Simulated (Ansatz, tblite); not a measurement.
Isomers of Si₂Au₄⁻ (doublet), found by a short tight-binding search and relaxed with r2SCAN-D4/def2-SVPD in Ansatz.

In the def2 sets Au takes a core potential; there is no spin–orbit coupling. The xTB rows come from tblite. Correlated methods freeze 10 core orbitals; core or outer-core shells of Au are correlated, in sets that lack core-valence functions.

Run but left out: HF/def2-TZVPD, MP2/def2-TZVPD (A: ⟨S²⟩ 1.12, where a pure state has 0.75).

Other spin states weren't relaxed.

A:

```xyz
6

Au   -2.141    1.705   -1.307
Au    0.682   -2.103   -3.347
Au   -0.368    0.546    0.383
Au   -0.679   -0.231   -2.275
Si    1.760   -0.102    4.213
Si    0.746    0.185    2.333
```

B:

```xyz
6

Au   -0.9996    0.7180   -1.2460
Au    0.7786    1.5068    2.0009
Au   -2.1426    1.6547   -3.3836
Au    2.1091   -1.4472    0.3229
Si   -0.0219   -0.1874    0.6221
Si    0.2764   -2.2449    1.6837
```

C:

```xyz
6

Au   -3.286   -0.340   -0.568
Au    2.387   -0.779    0.204
Au    4.808   -1.745    0.342
Au   -0.007    0.275    0.061
Si   -2.122    1.056    1.109
Si   -1.781    1.532   -1.149
```

Q: Estimate their order by electronic energy at RPA@PBE/def2-TZVPD, counted from the lowest.

A: B (0.00) < C (0.70) < A (1.59), in eV.

Q: Do the other levels pick the same lowest one?

A: Not GFN1-xTB, GFN2-xTB. Energies above each level's lowest (eV):

| level | A | B | C |
| --- | --- | --- | --- |
| GFN1-xTB | 0.00 | 0.74 | 0.52 |
| GFN2-xTB | 0.00 | 0.93 | 1.37 |
| PBE-D4/def2-TZVPD | 1.62 | 0.00 | 0.58 |
| r2SCAN-D4/def2-TZVPD | 1.47 | 0.00 | 0.63 |
| PBE0-D4/def2-TZVPD | 1.47 | 0.00 | 0.58 |
| r2SCAN0-D4/def2-TZVPD | 1.43 | 0.00 | 0.65 |
| RPA@PBE/def2-TZVPD | 1.59 | 0.00 | 0.70 |
Point groups (tolerance 0.1 Å): A Cs, B not assigned, C Cs. Lower isomers may exist.
